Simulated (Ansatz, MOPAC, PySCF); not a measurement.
Complex: HCl (SMILES Cl) (first 2 atoms) with C2H2 (SMILES C#C); geometry from B3LYP-D3(BJ)/def2-TZVP, rigid monomers moved along the line of their centres of mass till H2···C4 is 2.74 Å.
(charge 0, multiplicity 1):
```json
[
 {"atom": "Cl", "x (Å)": "-0.1177", "y (Å)": "0.5380", "z (Å)": "-0.4665"},
 {"atom": "H", "x (Å)": "-0.1237", "y (Å)": "0.3436", "z (Å)": "0.8106"},
 {"atom": "C", "x (Å)": "-0.5531", "y (Å)": "-0.4734", "z (Å)": "3.3888"},
 {"atom": "C", "x (Å)": "0.2932", "y (Å)": "0.3647", "z (Å)": "3.5159"},
 {"atom": "H", "x (Å)": "-1.3044", "y (Å)": "-1.2182", "z (Å)": "3.2804"},
 {"atom": "H", "x (Å)": "1.0445", "y (Å)": "1.1082", "z (Å)": "3.6327"}
]
```

Monomers are frozen at their geometry in the pair; levels with a basis set take the counterpoise correction. Rows marked so take none.

Frozen-core correlation. CBS: X⁻³ extrapolation of the correlation energy, Hartree–Fock from the larger set. Rows in 6-31G*, STO-3G carry no dispersion term and start afresh at each structure (6-31G* with six Cartesian d functions). MP2/6-31G* freezes PySCF's default core. The state that PM3, PM6 reach isn't checked.

Codes used: Ansatz (a quantum-chemistry and plane-wave program) with Gaussian orbitals; MOPAC for PM3, PM6 (differences of heats of formation); PySCF for 6-31G* rows, STO-3G rows, the dispersion terms. Values without a source in brackets are computed.

Other levels give for the interaction energy: PBE/def2-TZVPPD -106.0; B3LYP/def2-TZVPPD -78.9; B3LYP-D3(BJ)/def2-TZVPPD -124.1; wB97M-V/def2-TZVPPD -112.8; CCSD(T)/CBS(aug-cc-pV(D+d)Z, aug-cc-pV(T+d)Z) -111.1 meV.

What do these common cheap choices give for the same quantity: PM3, PM6, HF/STO-3G (no counterpoise), HF/6-31G*, HF/6-31G* (no counterpoise), B3LYP/6-31G* (no counterpoise), M06-2X/6-31G* (no counterpoise), MP2/6-31G* (no counterpoise)?

PM3 -58.2; PM6 -49.5; HF/STO-3G (no counterpoise) -65.1; HF/6-31G* -78.0; HF/6-31G* (no counterpoise) -99.5; B3LYP/6-31G* (no counterpoise) -129.3; M06-2X/6-31G* (no counterpoise) -143.1; MP2/6-31G* (no counterpoise) -127.7 meV. They span -143.1 to -49.5 meV.
